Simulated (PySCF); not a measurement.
## Basis and Hamiltonian dependence of the ionisation energy of Cd⁺

Cd⁺ [Kr] 4d10 5s1 (2S) → Cd²⁺ [Kr] 4d10 (1S). Calculated with PySCF 2.14 from differences of total energies of unrestricted determinants, without spin-orbit coupling. Values in eV.

| basis | Hamiltonian | functions | UHF | r2SCAN | PBE0 | MP2 (valence) | CCSD(T) (valence) | CCSD(T) (valence and next inner shell) |
| --- | --- | --- | --- | --- | --- | --- | --- | --- |
| def2-SVP with the def2 core potential (28 electrons) | ECP | 31 | 15.588 | 17.247 | 17.092 | 16.298 | 16.271 | n/a |
| cc-pVDZ-PP with ECP28MDF | ECP | 38 | 15.466 | n/a | 16.923 | 16.242 | 16.186 | n/a |
| def2-TZVP with the def2 core potential (28 electrons) | ECP | 40 | 15.586 | n/a | n/a | 16.383 | 16.324 | n/a |
| aug-cc-pVDZ-PP with ECP28MDF | ECP | 54 | 15.499 | 17.103 | 16.956 | 16.597 | 16.510 | n/a |
| def2-TZVPPD with the def2 core potential (28 electrons) | ECP | 56 | 15.586 | 17.252 | 17.094 | 16.702 | 16.589 | 16.696 |
| cc-pVTZ-PP with ECP28MDF | ECP | 63 | 15.537 | n/a | 17.058 | 16.666 | n/a | n/a |
| x2c-TZVPall | spin-free X2C | 63 | 15.568 | n/a | n/a | 16.358 | n/a | n/a |
| ANO-RCC-VTZP | spin-free X2C | 68 | 15.589 | 17.146 | 17.049 | 16.810 | 16.760 | 16.860 |
| x2c-TZVPPall | spin-free X2C | 79 | 15.568 | 17.095 | 16.994 | 16.677 | 16.565 | 16.650 |
| aug-cc-pVTZ-PP with ECP28MDF | ECP | 88 | 15.549 | 17.214 | 17.069 | 16.804 | 16.709 | n/a |
| x2c-TZVPPall with one added diffuse shell each of s, p, d, f type | spin-free X2C | 95 | 15.568 | 17.095 | 16.994 | 16.761 | 16.657 | 16.747 |
| aug-cc-pVTZ-PP with one added diffuse shell each of s, p, d, f, g type with ECP28MDF | ECP | 113 | 15.552 | 17.218 | 17.072 | 16.819 | n/a | n/a |
| x2c-QZVPPall | spin-free X2C | 118 | 15.572 | 17.106 | 17.011 | 16.840 | n/a | n/a |
| aug-cc-pwCVTZ-PP with ECP28MDF | ECP | 122 | 15.567 | 17.238 | 17.083 | 16.839 | 16.735 | n/a |

Frozen in the all-electron rows: valence: [Kr]; valence and next inner shell: [Ar] 3d10; with a core potential, the same shells as far as they lie outside it.

Reference for a calculation without spin-orbit coupling: 16.908 eV (measured, between term centres; NIST).
